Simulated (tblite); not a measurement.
Compound: C4H5FN2O.
Bonds: F1–C2, C2–O3, O3–C4, C4–N5 (aromatic), N5–C6 (aromatic), C6–C7 (aromatic), C7–N8 (aromatic), C4–N8 (aromatic). Hydrogens: H9, H10 on C2; H11 on C6; H12 on C7; H13 on N8.

Computed with GFN2-xTB (tblite), gas phase: L-BFGS steps from a force-field or distance-geometry start until the largest atomic force falls under 0.01 eV/Å.

At the end of the run (lengths in Å): O3–C4 1.356, C4–N5 1.300, N8–H13 1.006, C2–H9 1.097, C2–O3 1.382, C7–N8 1.376, C2–H10 1.096, C2–O3–C4 115.4°, N5–C4–N8 112.8°, C4–N8–C7 105.9°, C4–N5–C6 105.1°, F1–C2–O3–C4 -84°, C2–O3–C4–N5 -14°, H9–C2–O3–C4 34°, H13–N8–C4–O3 -2°.

Question: These geometries were met on the way; a selection of coordinates is given. Order them by energy above the end point, lowest first.
A. O3–C4 1.400, C4–N5 1.340, N8–H13 1.040, C2–H9 1.125, C2–O3 1.391, C7–N8 1.356, C2–H10 1.112, C2–O3–C4 121.5°, N5–C4–N8 107.7°, C4–N8–C7 109.5°, C4–N5–C6 108.4°, F1–C2–O3–C4 -59°, C2–O3–C4–N5 -3°, H9–C2–O3–C4 59°, H13–N8–C4–O3 -1°
B. O3–C4 1.392, C4–N5 1.302, N8–H13 1.003, C2–H9 1.092, C2–O3 1.406, C7–N8 1.383, C2–H10 1.115, C2–O3–C4 120.4°, N5–C4–N8 110.9°, C4–N8–C7 106.6°, C4–N5–C6 106.7°, F1–C2–O3–C4 -63°, C2–O3–C4–N5 0°, H9–C2–O3–C4 57°, H13–N8–C4–O3 0°
C. O3–C4 1.357, C4–N5 1.299, N8–H13 1.004, C2–H9 1.099, C2–O3 1.380, C7–N8 1.374, C2–H10 1.096, C2–O3–C4 115.9°, N5–C4–N8 112.6°, C4–N8–C7 106.3°, C4–N5–C6 105.1°, F1–C2–O3–C4 -70°, C2–O3–C4–N5 2°, H9–C2–O3–C4 51°, H13–N8–C4–O3 0°
D. O3–C4 1.359, C4–N5 1.299, N8–H13 1.004, C2–H9 1.106, C2–O3 1.378, C7–N8 1.377, C2–H10 1.096, C2–O3–C4 119.1°, N5–C4–N8 112.7°, C4–N8–C7 105.7°, C4–N5–C6 105.1°, F1–C2–O3–C4 -67°, C2–O3–C4–N5 3°, H9–C2–O3–C4 55°, H13–N8–C4–O3 1°
E. O3–C4 1.361, C4–N5 1.297, N8–H13 1.010, C2–H9 1.093, C2–O3 1.389, C7–N8 1.368, C2–H10 1.101, C2–O3–C4 120.9°, N5–C4–N8 112.4°, C4–N8–C7 106.3°, C4–N5–C6 105.0°, F1–C2–O3–C4 -66°, C2–O3–C4–N5 4°, H9–C2–O3–C4 55°, H13–N8–C4–O3 3°

Answer: C (0.045 eV), D (0.076 eV), E (0.128 eV), B (0.229 eV), A (0.414 eV).

```tsv
step	E above end (eV)	rms distance from the end, all atoms (Å)	largest force (eV/Å)	rms shift of all bonds from the end (Å)
18	0.045	0.236	0.149	0.003
7	0.076	0.278	0.310	0.004
4	0.128	0.284	0.498	0.006
2	0.229	0.293	0.776	0.016
0	0.414	0.298	2.425	0.023
```

Rows stand in the order of the answer.
